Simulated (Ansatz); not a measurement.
Potential energy curve for SBe, lowest singlet found (which spin is the ground state isn't settled by this scan).

Calculation: Ansatz (a first-principles code) with full CI/cc-pVDZ, frozen core.

**Question.** Relative to R = 1.75 Å, what are the energies at R = 1.45, 1.66, 1.98, 2.10 Å?

**Answer.** 213.3 kJ/mol at 1.45 Å, 18.7 kJ/mol at 1.66 Å, 33.4 kJ/mol at 1.98 Å, 72.7 kJ/mol at 2.10 Å.

The scan ran from 1.45 to 6.81 Å; beyond the distances shown full CI changes its symmetry label. Also computed but left out beside FCI, since their determinant holds another spin at the minimum (<S²> over 0.7 above the pure value): UHF, UHF/STO-3G.
